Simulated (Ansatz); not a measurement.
Start from `C=CN[SiH3]` and change one atom or group to get `C=C[NH][GeH3]`.

Ansatz, PBE0-D4/def2-TZVP geometries, multiplicity 1. Each molecule was computed in one conformer, which needn't be the lowest.

Scalar relativity is left out up to krypton.

```csv
property,`C=CN[SiH3]`
size of the dipole moment (B3LYP/def2-TZVPP) / D,0.78
LUMO energy (B3LYP/def2-TZVPP) / eV,0.09
HOMO energy (PBE0/def2-TZVPP) / eV,-6.15
LUMO energy (PBE/def2-TZVPP) / eV,-0.54
HOMO energy (B3LYP/def2-TZVPP) / eV,-5.94
size of the dipole moment (ωB97M-V/def2-TZVPP) / D,0.75
```

Question: Give the same properties after the change, and the shifts. (An estimate is asked.)

Answer: Computed: 
```
                                          property  `C=C[NH][GeH3]`  shift
  size of the dipole moment (B3LYP/def2-TZVPP) / D             1.33   0.55
               LUMO energy (B3LYP/def2-TZVPP) / eV             0.15   0.06
                HOMO energy (PBE0/def2-TZVPP) / eV            -5.92   0.23
                 LUMO energy (PBE/def2-TZVPP) / eV            -0.45   0.09
               HOMO energy (B3LYP/def2-TZVPP) / eV            -5.72   0.22
size of the dipole moment (ωB97M-V/def2-TZVPP) / D             1.34   0.59
```

With PBE0 the HOMO rises by 0.23 eV and the LUMO rises by 0.08 eV, so the gap narrows by about 0.15 eV. PBE moves the HOMO by 0.23 eV and ωB97M-V by 0.24 eV. Dipoles are sizes alone; their direction can turn.

B3LYP here is the variant with VWN-RPA as its local correlation; programs differ in this.
